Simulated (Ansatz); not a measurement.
`[OH][Y]([F])[Cl]` and `[OH][Y]([OH])[F]` differ in one atom or group.

Ansatz, PBE0-D4/def2-TZVP geometries, multiplicity 1. Each molecule was computed in one conformer, which needn't be the lowest.

Elements past krypton have def2 core potentials.

```json
{"property": "HOMO energy (PBE/def2-TZVPP) / eV", "`[OH][Y]([F])[Cl]`": "-7.20"}
{"property": "LUMO energy (PBE/def2-TZVPP) / eV", "`[OH][Y]([F])[Cl]`": "-2.96"}
{"property": "HOMO–LUMO gap (ωB97M-V/def2-TZVPP) / eV", "`[OH][Y]([F])[Cl]`": "10.09"}
{"property": "LUMO energy (ωB97M-V/def2-TZVPP) / eV", "`[OH][Y]([F])[Cl]`": "-0.83"}
{"property": "HOMO energy (ωB97M-V/def2-TZVPP) / eV", "`[OH][Y]([F])[Cl]`": "-10.92"}
{"property": "size of the dipole moment (ωB97M-V/def2-TZVPP) / D", "`[OH][Y]([F])[Cl]`": "2.88"}
```

Q: What does the change do to each property? (Best estimate.)

A: The calculation gave: 
```json
{"property": "HOMO energy (PBE/def2-TZVPP) / eV", "`[OH][Y]([OH])[F]`": "-6.77", "shift": "0.43"}
{"property": "LUMO energy (PBE/def2-TZVPP) / eV", "`[OH][Y]([OH])[F]`": "-2.42", "shift": "0.54"}
{"property": "HOMO–LUMO gap (ωB97M-V/def2-TZVPP) / eV", "`[OH][Y]([OH])[F]`": "10.52", "shift": "0.43"}
{"property": "LUMO energy (ωB97M-V/def2-TZVPP) / eV", "`[OH][Y]([OH])[F]`": "-0.41", "shift": "0.42"}
{"property": "HOMO energy (ωB97M-V/def2-TZVPP) / eV", "`[OH][Y]([OH])[F]`": "-10.93", "shift": "-0.01"}
{"property": "size of the dipole moment (ωB97M-V/def2-TZVPP) / D", "`[OH][Y]([OH])[F]`": "2.42", "shift": "-0.46"}
```

With PBE0 the HOMO rises by 0.19 eV and the LUMO rises by 0.53 eV, so the gap widens by about 0.34 eV. PBE moves the HOMO by 0.43 eV and ωB97M-V by -0.01 eV. The zero-point energy changes by 29.8 kJ/mol with +3 modes. Dipoles are sizes alone; their direction can turn.
